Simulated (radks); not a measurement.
The numbers below are computed, except where a source is named.
Task: Valence configurations of the thulium ion Tm+ (all share [Xe]). Level of theory: Dirac Kohn-Sham, LDA (Slater exchange, Perdew-Wang correlation), spin-unpolarised, spherical densities, finite nucleus; open shells fill j = l - 1/2 first; Fermi nuclear charge, rms radius 5.2256 fm (a radial shooting solver on a logarithmic mesh with Libxc functionals). Order these by energy: 4f11 6s1 6p2; 4f12 5d1 6p1; 4f10 5d1 6s1 6p2; 4f13 6s0.5 6p0.5; 4f11.5 6s1 6p1.5; 4f13 6s1; 4f13 6p1; 4f12.5 6s1.5; 4f12 6s1 6p1; 4f13.5 6s0.5.

Result: From the lowest, in eV above it: 4f13 6s1 0.000; 4f13.5 6s0.5 0.659; 4f12.5 6s1.5 0.813; 4f13 6s0.5 6p0.5 1.730; 4f13 6p1 3.477; 4f12 6s1 6p1 7.380; 4f12 5d1 6p1 8.525; 4f11.5 6s1 6p1.5 14.337; 4f11 6s1 6p2 23.722; 4f10 5d1 6s1 6p2 42.113. NIST lists [Xe] 4f13 6s1 as the ground configuration; this level of theory agrees among the configurations tried. The energies are those of spherical spin-averaged densities, not of single terms.
